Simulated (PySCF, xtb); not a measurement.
CH4CdOS, SMILES [OH][Cd][S]C.

GFN2-xTB (xtb) at its own geometry gives an orbital gap of 2.39 eV and a dipole moment of 5.37 D.

Coordinates come from a PBE-D3(BJ)/def2-SVP optimisation. The structure was generated by enumeration; whether it is a known compound was not checked. The def2 effective core potentials stand for the cores of Cd; spin–orbit coupling is left out. One conformer was computed; it need not be the lowest.

Problem. What does r2SCAN/def2-TZVPD (PySCF) give? (Estimate from the structure and the level; the computed values follow.)

Solution. gap 3.78 eV (levels -5.86 and -2.07 eV), dipole 2.01 D.
